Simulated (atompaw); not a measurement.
# Varying the PAW (atompaw) potential for titanium

Base potential:

atompaw 4.2.0.5 input, output lines left out:

```
Ti 22
LDA-PW scalarrelativistic loggrid 1500 logderivrange -5 5 251
4 4 3 0 0 0
4 1 0
3 2 2
0 0 0
c
c
c
v
c
v
v
v
2
2.40 2.25 1.95 1.65
y
3.35
n
n
y
0.35
n
custom rrkj gramschmidtortho sinc
3 1 troulliermartins
2.35
2.40
1.50
2.40
2.40
2.40
```

Cutoffs, loose and tight: the cutoffs (Ry, on a coarse ladder) from which the occupation-weighted sum of valence levels, in a spherical-Bessel basis at the reference potential, stays within 10 and 1 mRy of its value at 400 Ry. They see the waves, projectors and local potential, not the compensation charge or the core. A dash means not determined.

A true bound ghost makes a file unfit for plane-wave use even where its test errors are small: the radial tests pick states by their node count and pass the ghost by.

```csv
change,outcome,"cutoff, loose","cutoff, tight",bound ghosts
base,generated,35 Ry,60 Ry,s
"local potential troulliermartins scheme with l = 3 at 1 Ry, radius 2.32 bohr",generated,35 Ry,60 Ry,none
wave 4s channel at 3.35 Ry: rc 2.40 bohr becomes 4s channel at 3.35 Ry: rc 1.38 bohr,generated,35 Ry,60 Ry,s
"all radii scaled by about 1.25 (s 2.94, p 1.88, d 3.00 bohr); local potential troulliermartins scheme with l = 3 at 1 Ry, radius 2.44 bohr; augmentation sinc compensation charge, radius 2.82 bohr; PAW radius 3.00 bohr; waves and projectors: custom rrkj gramschmidtortho; core correction smooth core density matched at 2.06 bohr",generated,25 Ry,40 Ry,none
wave 4s channel at 3.35 Ry: rc 2.40 bohr becomes 4s channel at 0.29 Ry: rc 2.40 bohr,generated,35 Ry,60 Ry,s
core correction smooth core density matched at 2.36 bohr,generated,35 Ry,60 Ry,s
wave 4p (bound): rc 2.40 bohr becomes 4p (bound): rc 2.20 bohr,generated,35 Ry,60 Ry,s
"augmentation sinc compensation charge, radius 2.25 bohr; PAW radius 2.40 bohr; waves and projectors: modrrkj vanderbiltortho",generated,30 Ry,55 Ry,s
```

(1) What comes out with this change to the base: core [Ar], valence charge 4; reference 3d2 4s2 4p0; waves now 4s (bound): rc 3.00 bohr; 4s channel at 3.35 Ry: rc 3.00 bohr; 4p (bound): rc 3.00 bohr; 4p channel at 2.15 Ry: rc 3.00 bohr; 3d (bound): rc 3.00 bohr; 3d channel at 2.95 Ry: rc 2.65 bohr; local potential troulliermartins scheme with l = 3 at 1 Ry, radius 2.95 bohr; core correction smooth core density matched at 1.70 bohr; augmentation sinc compensation charge, radius 2.35 bohr; PAW radius 3.00 bohr; waves and projectors: custom rrkj gramschmidtortho?

Results:

(1) outcome: generated; cutoff, loose: 10 Ry; cutoff, tight: 12 Ry; bound ghosts: none.
